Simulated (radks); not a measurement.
Task: Radial electron density D(r) = 4 pi r^2 rho(r) of an atom or ion with 13.5 electrons. All-electron calculation, non-relativistic Kohn-Sham, TPSS, spin-polarised, spherical densities, point nucleus; meta-GGA in the generalised Kohn-Sham scheme. Program: a radial shooting solver on a logarithmic mesh with Libxc functionals.

```
   r/bohr * D(r) (the largest magnitude, 17.1, reaches the edge; | marks zero)
 0.009981 |      *
  0.01269 |         *
  0.01613 |             *
  0.02067 |                   *
  0.02628 |                           *
  0.03367 |                                    *
   0.0428 |                                            *
  0.05441 |                                                   *
  0.06973 |                                                      *
  0.08864 |                                                   *
   0.1136 |                                            *
   0.1444 |                                     *
   0.1836 |                                  *
   0.2352 |                                       *
   0.2991 |                                               *
   0.3802 |                                                  *
   0.4872 |                                           *
   0.6193 |                             *
   0.7936 |              *
    1.009 |       *
    1.283 |      *
    1.644 |      *
    2.089 |    *
    2.656 |  *
    3.404 |*
    4.327 *
    5.545 *
    7.049 *
```

What is the nuclear charge?

Result: Z = 15. The innermost maximum, from 1s, lies near 1/Z = 0.0667 bohr (found: 0.0703), and its height grows with Z. The density is that of the phosphorus ion P1.5+ in [Ne] 3s2 3p(up 1.5, down 0); the configuration itself is not fixed sharply by these data, and Z only to about a unit. D(r) has 3 maxima, at r = 0.0703, 0.371, 1.52 bohr, and minima at 0.179, 1.19 bohr, inside which lie 2.20, 10.40 electrons.
